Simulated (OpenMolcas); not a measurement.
Ti2+ with 6 ligands (water) in octahedral coordination (Th). Ligand basis ANO-RCC-VDZP.

```
Program             : OpenMolcas
Method              : CASSCF
Basis               : ANO-RCC-VTZP [6s5p3d2f1g]
Scalar Hamiltonian  : DKH2, point nucleus
Active space        : 2 electrons in 5 orbitals (3d)
State averaging     : 2S+1 = 3 even, 10 roots; 2S+1 = 1 even, 15 roots
Spin-orbit coupling : RASSI with atomic mean-field integrals over the reference wave functions
```

All ligands move together. At R = 2.13 Å |10Dq| is 14285 cm-1, and at R = 2.31 Å it is 8870 cm-1.

Question: A third run gives 11274 cm-1. What distance was it run at?

Answer: With a power law R^-n the two known points give n = -ln(8870 / 14285) / ln(2.31 / 2.13) = 5.87. Then R = 2.13 × (14285 / 11274)^(1/5.87) = 2.218 Å. The run was at 2.22 Å, so the estimate is off by -0.002 Å.

An orbital triplet at a regular site is open to Jahn-Teller coupling, which can distort the site and quench the lowest spin-orbit gaps and is left out. Without dynamic correlation the repulsion within the d shell is too large (B by tens of per cent), so at a given field states of lower spin stand too high. Ligand-to-metal charge-transfer states are missing. With no ligand orbital active B as a rule stays too high, so bands that hang on it stand too high and its fall with covalency is understated. With metal d orbitals alone and no dynamic correlation the field as a rule comes out too small, by tens of per cent, by up to half for chloride and softer ligands. No measured value stands beside these numbers; the geometry was imposed, not optimised, and the real ion may take another.
